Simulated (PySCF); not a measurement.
A side-by-side comparison of computed properties.

First species: C7H13FSSi.
SMILES with atom numbers: `[CH3:1][C@:2]([SiH3:3])([C:4](=[S:5])[CH2:6][F:7])[CH:8]1[CH2:9][CH2:10]1` (hydrogens: H11, H12, H13 on C1; H14, H15, H16 on Si3; H17, H18 on C6; H19 on C8; H20, H21 on C9; H22, H23 on C10)

Second species: C9H9FO2.
SMILES with atom numbers: `[CH3:1][CH2:2][O:3][C:4](=[O:5])[c:6]1[cH:7][cH:8][cH:9][cH:10][c:11]1[F:12]` (hydrogens: H13, H14, H15 on C1; H16, H17 on C2; H18 on C7; H19 on C8; H20 on C9; H21 on C10)

Levels: PBE0/pcSseg-1 for dipole moment, HOMO energy, LUMO energy and HOMO–LUMO gap; GFN2-xTB for rotational constant A and rotational constant C. Geometries: GFN2-xTB. All species are isolated and taken at one optimised geometry, non-relativistic unless stated; the electronic structure was computed with PySCF and density fitting.

Dipoles, sizes and rotational constants follow the conformer. The torsions of the flexible species, by atom-mapped SMILES:
- `[CH3:1][C@:2]([SiH3:3])([C:4](=[S:5])[CH2:6][F:7])[CH:8]1[CH2:9][CH2:10]1`: C1–C2–C4–S5 20°, C2–C4–C6–F7 -40°, C1–C2–C8–C9 56°
- `[CH3:1][CH2:2][O:3][C:4](=[O:5])[c:6]1[cH:7][cH:8][cH:9][cH:10][c:11]1[F:12]`: C1–C2–O3–C4 81°, C2–O3–C4–O5 0°, O3–C4–C6–C7 172°

Values for the first species:

| Quantity | Value |
| --- | --- |
| Dipole moment | 2.04 D |
| HOMO energy | -6.41 eV |
| LUMO energy | -2.20 eV |
| HOMO–LUMO gap | 4.21 eV |
| Rotational constant A | 1.077 GHz |
| Rotational constant C | 0.772 GHz |

(1) Estimate the same properties for the second species, and the change in each.

Results:

(1) 
| property | first | second | second less first |
| --- | --- | --- | --- |
| dipole moment | 2.04 D | 1.34 D | -0.70 D |
| HOMO energy | -6.41 eV | -7.52 eV | -1.11 eV |
| LUMO energy | -2.20 eV | -1.47 eV | +0.73 eV |
| HOMO–LUMO gap | 4.21 eV | 6.05 eV | +1.84 eV |
| rotational constant A | 1.077 GHz | 2.013 GHz | +0.936 GHz |
| rotational constant C | 0.772 GHz | 0.488 GHz | -0.284 GHz |

On the first: In atomic units the dipole is 0.80 e·bohr (1 au = 2.5417 D). A dipole of 2.04 D is allowed in C1, and pure rotational transitions are dipole-allowed.

On the second: A dipole of 1.34 D is allowed in C1, and pure rotational transitions are dipole-allowed. The dipole matches unit charges of opposite sign 0.28 Å apart (1 e·Å = 4.8032 D).
